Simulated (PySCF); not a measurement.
Geometries of 2 isomers of C3F6, from PySCF 2.14.0, PBE0-D3(BJ)/def2-SVP geometry optimisation, gas phase. One conformer each, no zero-point energy, no frequencies.

Task: Which isomer lies lower at this level?
A.
```xyz
9
angstrom
F      2.095    0.333    0.068
C      1.158   -0.259    0.746
F      1.613   -0.841    1.816
C     -0.136   -0.286    0.412
F     -0.995   -0.923    1.199
C     -0.775    0.347   -0.787
F     -1.648    1.282   -0.414
F     -1.447   -0.565   -1.486
F      0.127    0.909   -1.583
```
B.
```xyz
9
angstrom
F      1.749   -0.151    0.848
C      0.850   -0.181   -0.122
F      1.368   -0.512   -1.293
C     -0.287    0.823   -0.090
F     -0.339    1.690    0.907
F     -0.715    1.329   -1.235
C     -0.559   -0.641    0.205
F     -1.215   -1.358   -0.693
F     -0.839   -0.995    1.448
```

Result: A. That is `FC(F)=C(F)C(F)(F)F` (hexafluoropropylene), 25.8 kcal/mol below the other.

```csv
SMILES,atoms numbered as above,E (Eh),relative (kcal/mol),relative (kJ/mol),dipole (D)
FC(F)=C(F)C(F)(F)F,[F:1][C:2]([F:3])=[C:4]([F:5])[C:6]([F:7])([F:8])[F:9],-712.10056,0.0,0.0,1.06
FC1(F)C(F)(F)C1(F)F,[F:1][C:2]1([F:3])[C:4]([F:5])([F:6])[C:7]1([F:8])[F:9],-712.05946,25.8,107.9,0.00
```

As drawn, the lower has a C=C bond outside aromatic rings, which the higher lacks; the higher has a three-membered ring, which the lower lacks.
